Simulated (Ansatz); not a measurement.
Input file for `O=C=[N][Ga]([F])[F]`:

```yaml
crystal:
  periodic: [false, false, false]
  atoms:
    - {symbol: O, position_ang: [2.042327, -1.865670, 0.595606]}
    - {symbol: C, position_ang: [1.075787, -1.226696, 0.539527]}
    - {symbol: N, position_ang: [0.039389, -0.610747, 0.545518]}
    - {symbol: Ga, position_ang: [-0.761756, 0.757714, -0.299964]}
    - {symbol: F, position_ang: [0.001075, 1.638780, -1.578866]}
    - {symbol: F, position_ang: [-2.354722, 1.242617, 0.152081]}
basis:
  gaussian: {orbitals: def2-TZVPP}
correlation: {method: ccsd_t}
output: {orbitals: {seedname: orbitals}}
```

```sh
$ ansatz run in.yaml --threads 4 --pin off --events-out ev --progress --plain
```

Output of Ansatz, abridged:

```
Functional definition: HF
1340 factors; integrals over basis functions are off by at most 1.1e-3 eV
mean field evaluation 1: about -62298.3250 eV, gradient 5.3e1 eV
mean field evaluation 2: about -62298.5731 eV, gradient 5.4e1 eV
mean field evaluation 4: about -62303.2376 eV, gradient 3.7e0 eV
mean field evaluation 8: about -62303.2933 eV, gradient 4.9e-1 eV
mean field evaluation 16: about -62303.2941 eV, gradient 1.1e-6 eV
mean field -62303.29412183 eV, -2289.6038282876 hartree, gradient 1.1e-6 eV, S^2 0.000000; 0 other end points of the search recorded, 0 dependent functions left out
14 core orbitals not correlated: weight in the atoms' cores, before any rotation towards them, 1.000 or more for the frozen orbitals, at most 0.000 for the correlated occupied ones
reference -62303.29412183 eV, -2289.6038282876 hartree; 21, 21 occupied and 168, 168 virtual orbitals, 1340 factors
second order -34.69114593 eV of doubles, -0.00000000 eV of singles
cycle   1  -33.08562572 eV  change     1.6e0 eV  update   1.6e-1
cycle   2  -34.05395867 eV  change   -9.7e-1 eV  update   5.2e-2
cycle   3  -34.25141618 eV  change   -2.0e-1 eV  update   2.3e-2
cycle   4  -34.22528111 eV  change    2.6e-2 eV  update   5.8e-3
cycle   5  -34.21709192 eV  change    8.2e-3 eV  update   2.1e-3
cycle   6  -34.21848962 eV  change   -1.4e-3 eV  update   6.8e-4
cycle   7  -34.21853655 eV  change   -4.7e-5 eV  update   2.1e-4
cycle   8  -34.21833655 eV  change    2.0e-4 eV  update   7.7e-5
cycle   9  -34.21832579 eV  change    1.1e-5 eV  update   2.9e-5
perturbative correction -1.40973232 eV, -0.0518067073 hartree
Total energy: -62338.92217994 eV, -2290.9131352737 hartree
```

Hardware: 4 threads of a server CPU on a shared host. Wall time 2.2 min, peak host memory 2.9 GiB.

Correlation energy per correlated electron: -0.848 eV. T1 diagnostic: 0.0159.
